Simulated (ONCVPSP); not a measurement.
**Before and after: ONCV potential for silicon (Si)**

Si (Z = 14), optimised norm-conserving Vanderbilt (ONCV), made with ONCVPSP 4.0.1 (LDA (Perdew-Wang 92), scalar-relativistic). Core [Ne], reference 3s2 3p2. Waves: 3s: rc 1.45 bohr, ncon 4, nbas 7, qcut 5 1/bohr, 2 projectors, debl 2.2 Ha; 3p: rc 1.70 bohr, ncon 4, nbas 8, qcut 5.4 1/bohr, 2 projectors, debl 3.7 Ha; d scattering state at 0.12 Ha: rc 1.40 bohr, ncon 5, nbas 8, qcut 6.9 1/bohr, 2 projectors, debl 3.1 Ha. Local part: polynomial inside 1.05 bohr (lpopt 5, dvloc0 0 Ha). Core correction: Teter function, fcfact 1.75, rcfact 1.15.

All-electron outer shells of the reference configuration (LDA (PZ), scalar-relativistic, ld1.x):

```tsv
shell	level (eV)	outermost node (bohr)	outermost maximum (bohr)
2s	-138.73	0.15	0.45
2p	-95.60	–	0.39
3s	-10.88	0.72	1.77
3p	-4.17	0.72	2.14
```

Change: core correction Teter function, fcfact 7.5, rcfact 1.15.

Cutoffs: the cutoffs (Ha) at which the residual kinetic energy of the hardest occupied pseudo-wave falls to 1 and 0.1 mHa per electron; they do not see the model core or the augmentation charge, which bear on the density cutoff. Errors are all-electron minus pseudo energies relative to the spin-unpolarised reference configuration.

Problem. Predict the effect on cutoff, ghosts and configuration errors.

Solution. The potential gets neither clearly harder nor softer (7.9 Ha and 51 Ha → 7.9 Ha and 51 Ha); both files keep a bound ghost (s); of the 4 tests that both files solve, the error grows in 0 and shrinks in 4 by more than 15 % and 0.3 meV (median size 13.3 → 9.4 meV). A model core, the more so a compact one, raises the density cutoff, which this test does not measure.

| quantity | base | changed |
| --- | --- | --- |
| cutoff, loose | 7.9 Ha | 7.9 Ha |
| cutoff, tight | 51 Ha | 51 Ha |
| bound ghosts | s | s |
| GHOST(+) flags under 300 eV | none | none |
| error for 3s2 3p1, meV [ΔE 7.82 eV] | +2.2 | +1.7 |
| error for 3s2 3p0, meV [ΔE 23.93 eV] | +24 | +17 |
| error for 3s1 3p0, meV [ΔE 58.07 eV] | +164 | +90 |
| error for 3s1 3p3, meV [ΔE 6.81 eV] | +2.1 | -0.2 |
| s: phases at 1.47 bohr within 0.05 rad from the reference energy up to (Ha; the scan ends near 5) | to the end of the scan | to the end of the scan |
| p: phases at 1.73 bohr within 0.05 rad from the reference energy up to (Ha; the scan ends near 5) | 4.9 | 4.9 |
| d: phases at 1.43 bohr within 0.05 rad from the reference energy up to (Ha; the scan ends near 5) | to the end of the scan | to the end of the scan |
| rms error of d²Exc/dni dnj with the model core, mHa | 2.62 | 1.27 |

Base: The cutoffs count occupied waves only; projector 2 of the p channel, the hardest unoccupied one, needs 39 Ha at the loose tolerance. Changed file: The cutoffs count occupied waves only; projector 2 of the p channel, the hardest unoccupied one, needs 39 Ha at the loose tolerance. A true bound ghost makes a file unfit for plane-wave use even where its test errors are small: the radial tests pick states by their node count and pass the ghost by.
